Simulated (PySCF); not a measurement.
**C⁺ (carbon, charge +1) across methods**

[He] 2s2 2p1, 2P determinant. Computed with PySCF 2.14 in aug-cc-pCVTZ-DK with one added diffuse shell each of s, p, d, f type (8s7p5d3f, 75 functions), with the spin-free X2C one-electron Hamiltonian (Gaussian nucleus). The B2PLYP total includes its PT2 part (frozen core); its orbital energies are those of the SCF part.

```
 method  E (hartree)  mean ε 2s α (eV)  mean ε 2s β (eV)  mean ε 2p α (eV)  Σ⟨r²⟩ (bohr²)   ⟨S²⟩
    LDA     -37.0538           -26.122           -24.610           -17.792          8.136  0.751
r2SCAN0     -37.4227           -28.457           -26.325           -20.306          8.019  0.755
 r2SCAN     -37.4197           -26.660           -24.911           -18.625          8.031  0.755
 B2PLYP     -37.4263           -30.031           -27.543           -21.723          8.048  0.754
    UHF    -37.31021           -33.325           -29.611           -24.855          8.061  0.757
   BLYP     -37.4442           -26.015           -24.597           -17.949          8.074  0.752
wB97X-V     -37.4453           -30.830           -28.982           -22.288          8.082  0.752
    PBE     -37.3883           -26.183           -24.722           -17.944          8.071  0.752
   PBE0     -37.3979           -28.159           -26.256           -19.782          8.040  0.753
```
